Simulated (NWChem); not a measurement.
System: C3H3N2, doublet; SMILES [c]1cn[nH]c1

Input file for NWChem:

```
start job
memory heap 200 mb stack 900 mb global 1100 mb
geometry units angstroms noautoz
  C      1.229155    -0.115785     0.000000
  C      0.522315     1.062894     0.000000
  N     -0.775467     0.666979     0.000000
  N     -0.933309    -0.652656     0.000000
  C      0.296235    -1.161775     0.000000
  H      0.821319     2.108343     0.000000
  H     -1.597821     1.257755     0.000000
  H      0.447543    -2.239692     0.000000
end
basis spherical
  * library def2-svp
end
dft
  odft
  mult 2
  xc becke97-2
  iterations 150
  mulliken
end
task dft energy
```

In the optimisation the excess spin sits in a' (Cs, its own frame). Geometry: optimised at PBE0/def2-SVP, spin-unrestricted. No stability test was run on the SCF state.

**Question.** Predict the main results of this run. (B97-2/def2-SVP, spin-unrestricted.) Quantities: energy (Ha); highest occupied level (eV); lowest empty minus highest occupied level, either spin (eV); dipole (D); <S²>.

**Answer.** 
```
Property                                                       Value
-----------------------------------------------------------  -------
energy (Ha)                                                  -225.26
highest occupied level (eV)                                    -6.94
lowest empty minus highest occupied level, either spin (eV)     3.76
dipole (D)                                                      2.29
<S²>                                                           0.758
```
